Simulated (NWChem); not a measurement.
System: C2H4FNOSi; SMILES O=C/C=N/[SiH2]F

The following NWChem deck was run.

```
start job
memory heap 200 mb stack 900 mb global 1100 mb
geometry units angstroms noautoz
  O     -0.560898    -3.268381    -0.000074
  C      0.236993    -2.356391     0.000969
  C     -0.187031    -0.914018     0.000559
  N      0.697248    -0.000740     0.000528
  Si     0.448710     1.722047    -0.000386
  F     -1.119785     2.110985    -0.000611
  H      1.335775    -2.508603     0.002186
  H     -1.275342    -0.750406     0.000198
  H      1.076605     2.250533    -1.231101
  H      1.076586     2.251885     1.229756
end
basis spherical
  * library def2-tzvp
end
dft
  xc xpbe96 cpbe96
  iterations 150
  semidirect filesize 400000000
  mulliken
end
task dft energy
```

NWChem printed, in part:

```
             Northwest Computational Chemistry Package (NWChem) 7.3.0
             --------------------------------------------------------

 CS  symmetry detected

                             Geometry "geometry" -> ""
                             -------------------------

 Output coordinates in angstroms (scale by  1.889725989 to convert to a.u.)

  No.       Tag          Charge          X              Y              Z
 ---- ---------------- ---------- -------------- -------------- --------------
    1 O                    8.0000    -0.51278348    -3.24717134     0.00000000
    2 C                    6.0000     0.27617443    -2.32744231     0.00000000
    3 C                    6.0000    -0.16189833    -0.88927380     0.00000000
    4 N                    7.0000     0.71343047     0.03258600     0.00000000
    5 Si                  14.0000     0.44810001     1.75286695     0.00000000
    6 F                    9.0000    -1.12411401     2.12648737     0.00000000
    7 H                    1.0000     1.37638922    -2.46892977     0.00000000
    8 H                    1.0000    -1.25175348    -0.73628491     0.00000000
    9 H                    1.0000     1.07079407     2.28812821    -1.23042852
   10 H                    1.0000     1.07079407     2.28812821     1.23042852

 Effective nuclear repulsion energy (a.u.)     267.8864639101

      Symmetry information
      --------------------

 Group name             Cs
 Group number              2
 Group order               2
 No. of unique centers     9

  pbe96 is a nonlocal functional; adding pw91lda local functional.

                                 NWChem DFT Module
                                 -----------------

 Summary of "ao basis" -> "ao basis" (spherical)
 ------------------------------------------------------------------------------
       Tag                 Description            Shells   Functions and Types
 ---------------- ------------------------------  ------  ---------------------
 O                         def2-tzvp                11       31   5s3p2d1f
 C                         def2-tzvp                11       31   5s3p2d1f
 N                         def2-tzvp                11       31   5s3p2d1f
 Si                        def2-tzvp                13       37   5s5p2d1f
 F                         def2-tzvp                11       31   5s3p2d1f
 H                         def2-tzvp                 4        6   3s1p

      Symmetry analysis of basis
      --------------------------

        a'        146
        a"         70

            General Information
            -------------------
          SCF calculation type: DFT
          Wavefunction type:  closed shell.
          No. of atoms     :    10
          No. of electrons :    54
           Alpha electrons :    27
            Beta electrons :    27
          Charge           :     0
          Spin multiplicity:     1
          Use of symmetry is: on ; symmetry adaption is: on
          Maximum number of iterations: 150
          AO basis - number of functions:   216
                     number of shells:    84
          Convergence on energy requested:  1.00D-06
          Convergence on density requested:  1.00D-05
          Convergence on gradient requested:  5.00D-04

              XC Information
              --------------
          PerdewBurkeErnzerhof Exchange Functional  1.000
            Perdew 1991 LDA Correlation Functional  1.000 local
           PerdewBurkeErnz. Correlation Functional  1.000 non-local

             Grid Information
             ----------------
          Grid used for XC integration:  medium
          Radial quadrature: Mura-Knowles
          Angular quadrature: Lebedev.
          Tag              B.-S. Rad. Rad. Pts. Rad. Cut. Ang. Pts.
          ---              ---------- --------- --------- ---------
          O                   0.60       49          14.0       434
          C                   0.70       49          12.0       434
          N                   0.65       49          10.0       434
          Si                  1.10       88          12.0       590
          F                   0.50       49          13.0       434
          H                   0.35       45          13.0       434
          Grid pruning is: on
          Number of quadrature shells:   468
          Spatial weights used:  Erf1

      Superposition of Atomic Density Guess
      -------------------------------------

 Sum of atomic energies:        -594.69124113

      Non-variational initial energy
      ------------------------------

 Total energy =    -597.012827
 1-e energy   =   -1352.140900
 2-e energy   =     487.241609
 HOMO         =      -0.289423
 LUMO         =      -0.120932

      Symmetry analysis of molecular orbitals - initial
      -------------------------------------------------

  Numbering of irreducible representations:

     1 a'          2 a"

  Orbital symmetries:

     1 a'          2 a'          3 a'          4 a'          5 a'
     6 a'          7 a'          8 a'          9 a'         10 a"
    11 a'         12 a'         13 a'         14 a'         15 a'
    16 a'         17 a'         18 a"         19 a'         20 a'
    21 a'         22 a"         23 a'         24 a"         25 a"
    26 a'         27 a'         28 a"         29 a'         30 a"
    31 a'         32 a'         33 a'         34 a"         35 a'
    36 a'         37 a'

------------------------------------------------------------
EAF file 0: "./job.aoints.0" size=417857536 bytes
------------------------------------------------------------
               write      read    awrite     aread      wait
               -----      ----    ------     -----      ----
     calls:      797         0         0         0         0
   data(b): 4.18e+08  0.00e+00  0.00e+00  0.00e+00
   time(s): 0.00e+00  0.00e+00  0.00e+00  0.00e+00  0.00e+00
rate(mb/s): 0.00e+00  0.00e+00
------------------------------------------------------------

     ---------------------------------------------
      Total Density - Mulliken Population Analysis
     ---------------------------------------------

    Atom       Charge   Shell Charges
 -----------   ------   -------------------------------------------------------
    1 O    8     8.71   0.79  1.18  0.61  0.96  0.29  1.99  2.09  0.78  0.00  0.02  0.00
    2 C    6     5.40   0.86  1.12  0.55  0.62  0.12  0.95  0.89  0.17  0.04  0.07  0.01
    3 C    6     5.69   0.86  1.12  0.56  0.62  0.09  1.05  1.05  0.23  0.03  0.07  0.01
    4 N    7     7.66   0.82  1.16  0.59  0.87  0.20  1.53  1.79  0.65  0.01  0.03  0.00
    5 Si  14    13.08   2.00  0.59  1.39  0.82  0.38  4.11  1.73  0.48  0.96  0.26  0.17  0.15  0.06
    6 F    9     9.52   0.77  1.20  0.61  1.01  0.31  2.37  2.36  0.88  0.00  0.01  0.00
    7 H    1     0.92   0.24  0.47  0.19  0.02
    8 H    1     0.90   0.24  0.46  0.17  0.02
    9 H    1     1.05   0.23  0.54  0.28  0.01
   10 H    1     1.05   0.23  0.54  0.28  0.01

   convergence    iter        energy       DeltaE   RMS-Dens  Diis-err
 ---------------- ----- ----------------- --------- --------- ---------
 d= 0,ls=0.0,diis     1   -597.4336224158 -8.65D+02  1.05D-02  2.19D+00
 d= 0,ls=0.0,diis     2   -596.5346615543  8.99D-01  8.48D-03  1.10D+01
 d= 0,ls=0.0,diis     3   -597.5975792062 -1.06D+00  2.73D-03  3.30D-01
 d= 0,ls=0.0,diis     4   -597.5899986195  7.58D-03  1.76D-03  3.93D-01
 d= 0,ls=0.0,diis     5   -597.6244181889 -3.44D-02  4.88D-04  3.06D-02
  Resetting Diis
 d= 0,ls=0.0,diis     6   -597.6275156530 -3.10D-03  1.52D-04  6.71D-03
 d= 0,ls=0.0,diis     7   -597.6281352990 -6.20D-04  1.00D-04  2.43D-04
 d= 0,ls=0.0,diis     8   -597.6280885148  4.68D-05  5.78D-05  7.99D-04
 d= 0,ls=0.0,diis     9   -597.6281548157 -6.63D-05  1.86D-05  4.78D-05
 d= 0,ls=0.0,diis    10   -597.6281593062 -4.49D-06  3.70D-06  3.45D-06
 d= 0,ls=0.0,diis    11   -597.6281596355 -3.29D-07  7.56D-07  9.20D-08

         Total DFT energy =     -597.628159635503
      One electron energy =    -1355.826814221279
           Coulomb energy =      549.049997269725
    Exchange-Corr. energy =      -58.737806594031
 Nuclear repulsion energy =      267.886463910082

 Numeric. integr. density =       54.000014920768

                  Occupations of the irreducible representations
                  ----------------------------------------------

                     irrep           alpha         beta
                     --------     --------     --------
                     a'               22.0         22.0
                     a"                5.0          5.0

                       DFT Final Molecular Orbital Analysis
                       ------------------------------------

 Vector   25  Occ=2.000000D+00  E=-3.051707D-01  Symmetry=a"
              MO Center=  5.1D-01,  1.2D+00, -1.3D-14, r^2= 4.8D+00
   Bfn.  Coefficient  Atom+Function         Bfn.  Coefficient  Atom+Function
  ----- ------------  ---------------      ----- ------------  ---------------
   141      0.207756   5 Si pz              206     -0.190344   9 H  s
   212      0.190344  10 H  s                70     -0.164412   3 C  pz
   169     -0.160639   6 F  pz              101     -0.157934   4 N  pz
   207     -0.155489   9 H  s               213      0.155489  10 H  s
    73     -0.142823   3 C  pz              104     -0.135733   4 N  pz

 Vector   26  Occ=2.000000D+00  E=-2.648909D-01  Symmetry=a'
              MO Center=  2.6D-01, -1.1D+00,  1.0D-16, r^2= 3.8D+00
   Bfn.  Coefficient  Atom+Function         Bfn.  Coefficient  Atom+Function
  ----- ------------  ---------------      ----- ------------  ---------------
    99      0.298143   4 N  px              102      0.240223   4 N  px
     6      0.234410   1 O  px                9      0.187980   1 O  px
   105      0.180104   4 N  px                7     -0.147020   1 O  py
    67      0.137276   3 C  s                12      0.132675   1 O  px
    97      0.132114   4 N  s                10     -0.124884   1 O  py

 Vector   27  Occ=2.000000D+00  E=-2.277712D-01  Symmetry=a'
              MO Center=  6.5D-02, -1.9D+00,  5.2D-16, r^2= 3.6D+00
   Bfn.  Coefficient  Atom+Function         Bfn.  Coefficient  Atom+Function
  ----- ------------  ---------------      ----- ------------  ---------------
     6      0.241397   1 O  px                7     -0.238703   1 O  py
   195     -0.227695   7 H  s                67      0.201249   3 C  s
     9      0.195951   1 O  px               10     -0.196530   1 O  py
   201     -0.183277   8 H  s                99     -0.166701   4 N  px
    13     -0.146873   1 O  py               12      0.144642   1 O  px

 Vector   28  Occ=0.000000D+00  E=-1.449190D-01  Symmetry=a"
              MO Center=  1.5D-01, -1.3D+00,  9.2D-16, r^2= 3.4D+00
   Bfn.  Coefficient  Atom+Function         Bfn.  Coefficient  Atom+Function
  ----- ------------  ---------------      ----- ------------  ---------------
     8      0.261894   1 O  pz              101      0.256144   4 N  pz
    42     -0.227800   2 C  pz              104      0.226080   4 N  pz
   107      0.223224   4 N  pz               14      0.219950   1 O  pz
    39     -0.218019   2 C  pz               11      0.213939   1 O  pz
    70     -0.214093   3 C  pz               73     -0.213280   3 C  pz

 Vector   29  Occ=0.000000D+00  E=-3.055622D-02  Symmetry=a"
              MO Center=  1.1D-01, -1.6D+00, -8.4D-16, r^2= 2.9D+00
   Bfn.  Coefficient  Atom+Function         Bfn.  Coefficient  Atom+Function
  ----- ------------  ---------------      ----- ------------  ---------------
    76     -0.553402   3 C  pz               45      0.530773   2 C  pz
    42      0.326262   2 C  pz              107      0.326766   4 N  pz
    39      0.321167   2 C  pz               70     -0.302464   3 C  pz
    14     -0.300899   1 O  pz               73     -0.300821   3 C  pz
     8     -0.205269   1 O  pz               11     -0.153900   1 O  pz

 Vector   30  Occ=0.000000D+00  E=-2.540860D-02  Symmetry=a'
              MO Center=  3.5D-01,  1.7D+00, -2.5D-14, r^2= 4.4D+00
   Bfn.  Coefficient  Atom+Function         Bfn.  Coefficient  Atom+Function
  ----- ------------  ---------------      ----- ------------  ---------------
   142      0.940413   5 Si px               74     -0.737377   3 C  px
    67     -0.667811   3 C  s               201     -0.605849   8 H  s
    36      0.589400   2 C  s                98      0.415151   4 N  s
   106     -0.354107   4 N  py              166      0.312208   6 F  s
   105     -0.291618   4 N  px              139      0.287213   5 Si px

------------------------------------------------------------
EAF file 0: "./job.aoints.0" size=633864192 bytes
------------------------------------------------------------
               write      read    awrite     aread      wait
               -----      ----    ------     -----      ----
     calls:     1209        10         0     12080     12080
   data(b): 6.34e+08  5.24e+06  0.00e+00  6.33e+09
   time(s): 0.00e+00  0.00e+00  0.00e+00  0.00e+00  0.00e+00
rate(mb/s): 0.00e+00  0.00e+00
------------------------------------------------------------

     ---------------------------------------------
      Total Density - Mulliken Population Analysis
     ---------------------------------------------

    Atom       Charge   Shell Charges
 -----------   ------   -------------------------------------------------------
    1 O    8     8.20   0.79  1.18  0.62  0.91  0.31  1.88  1.76  0.73  0.00  0.03  0.00
    2 C    6     5.88   0.86  1.11  0.56  0.59  0.09  1.27  1.02  0.21  0.04  0.11  0.01
    3 C    6     6.03   0.86  1.11  0.55  0.63  0.08  1.29  1.14  0.25  0.03  0.09  0.01
    4 N    7     7.20   0.82  1.15  0.58  0.83  0.18  1.52  1.52  0.57  0.01  0.04  0.00
    5 Si  14    13.51   2.01  0.57  1.39  0.90  0.29  4.13  1.67  0.63  1.14  0.22  0.24  0.24  0.08
    6 F    9     9.29   0.77  1.20  0.61  0.97  0.34  2.28  2.11  0.98  0.00  0.01  0.00
    7 H    1     0.93   0.27  0.47  0.17  0.02
    8 H    1     0.90   0.27  0.46  0.14  0.02
    9 H    1     1.03   0.25  0.53  0.24  0.01
   10 H    1     1.03   0.25  0.53  0.24  0.01

     -------------------------------------------
      Total Density - Lowdin Population Analysis
     -------------------------------------------

    Atom       Charge   Shell Charges
 -----------   ------   -------------------------------------------------------
    1 O    8     7.84   0.87  1.09  0.53  0.59  0.34  1.71  1.77  0.86  0.00  0.07  0.01
    2 C    6     6.29   0.91  1.04  0.38  0.34  0.18  1.09  1.17  0.48  0.06  0.55  0.09
    3 C    6     6.22   0.91  1.04  0.37  0.34  0.17  1.10  1.22  0.51  0.04  0.46  0.06
    4 N    7     6.96   0.89  1.07  0.45  0.45  0.25  1.35  1.53  0.82  0.01  0.14  0.01
    5 Si  14    13.88   2.00  0.83  1.09  0.51  0.30  3.85  1.87  0.70  1.04  0.49  0.27  0.65  0.28
    6 F    9     8.99   0.86  1.10  0.60  0.71  0.39  2.14  2.13  1.05  0.00  0.01  0.00
    7 H    1     0.89   0.25  0.39  0.18  0.06
    8 H    1     0.87   0.25  0.39  0.17  0.06
    9 H    1     1.03   0.25  0.47  0.29  0.02
   10 H    1     1.03   0.25  0.47  0.29  0.02

     Multipole analysis of the density
     ---------------------------------

     L   x y z        total         alpha         beta         nuclear
     -   - - -        -----         -----         ----         -------
     0   0 0 0      0.000000    -27.000000    -27.000000     54.000000

     1   1 0 0      0.462056      0.231028      0.231028      0.000000
     1   0 1 0      0.597945      0.298973      0.298973     -0.000000
     1   0 0 1      0.000000      0.000000      0.000000      0.000000

[...]
```

Level: PBE/def2-TZVP. The geometry was optimised at B3LYP/6-31G* (spherical d).
